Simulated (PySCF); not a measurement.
An element was calculated at PBE0 (PySCF 2.14, non-relativistic, a double-zeta basis, no spin-orbit coupling), in the ground configurations that NIST lists.

- electron affinity: 0.979 eV
- first ionisation energy: 9.103 eV
- second ionisation energy: 16.492 eV
- third ionisation energy: 24.604 eV
- polarisability of the atom: 45.8 bohr³

Q: Which element is it?

A: Antimony (Sb, Z = 51), in dyall-av2z. NIST lists 8.608, 16.626 ± 0.025, 25.323 eV for these ionisation energies.
